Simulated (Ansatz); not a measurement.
Basis-set extrapolation for C4H7FSi, SMILES `C=C[SiH](F)C=C` (PBE0-D4/def2-TZVP geometry, frozen core, the Gaussian-basis code of Ansatz). Multiplicity 1, RHF reference.

|  | def2-TZVPP | def2-QZVPP |
| --- | --- | --- |
| HF | -544.071956 | -544.092909 |
| MP2 correlation | -1.009320 | -1.084239 |
| CCSD(T) correlation | -1.100501 | not run |

Energies in hartree. Use E(X) = E(∞) + A·exp(−7.88·√X) for Hartree–Fock and E(X) = E(∞) + B·X^(−2.97) for correlation, with X = 3 and 4, and add CCSD(T) minus MP2 of the smaller set to the MP2 limit.

Problem. What is the CCSD(T) energy at the basis-set limit?

Solution. HF limit: -544.092909 + (-0.020953) × 0.13774 = -544.09580. MP2 limit: -1.084239 + (-0.074919) × 0.74074 = -1.13973. Higher-order term: -1.100501 − (-1.009320) = -0.09118. Total: -545.32671 hartree, 405.0 kJ/mol below CCSD(T)/def2-TZVPP.
